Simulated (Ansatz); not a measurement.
Tuning the range parameter of LC-ωPBE so that −HOMO meets the ionisation energy; basis def2-SVP, Ansatz. System: [Ni(NH3)4]2+ (NiN4H12²⁺). The state is a singlet with charge 2. Geometry: PBE0-D4/def2-SVP. The ionised state is a doublet.

Geometry of the singlet:

```
atom   x (Å)   y (Å)   z (Å)
 Ni1   0.000   0.000   0.000
  N2   1.244   1.472   0.309
  H3   1.233   2.168  -0.447
  H4   2.220   1.163   0.383
  H5   1.091   2.018   1.164
  N6   1.111  -0.627  -1.476
  H7   1.593  -1.510  -1.265
  H8   1.857   0.007  -1.779
  H9   0.575  -0.807  -2.334
 N10  -1.223  -1.493  -0.283
 H11  -1.439  -2.005   0.581
 H12  -0.901  -2.223  -0.928
 H13  -2.131  -1.198  -0.662
 N14  -1.131   0.649   1.451
 H15  -0.696   0.539   2.375
 H16  -2.048   0.198   1.543
 H17  -1.354   1.649   1.370
```

```csv
ω (1/bohr),HOMO (eV),LUMO (eV),vertical IE (eV),HOMO + IE (eV)
0.1,-15.33,-10.85,18.16,2.83
0.15,-16.06,-10.27,18.21,2.15
0.2,-16.75,-9.79,18.28,1.53
0.3,-18.00,-9.05,18.43,0.43
```

**Question.** Where does the tuning condition hold?

**Answer.** Not within the range that was run.
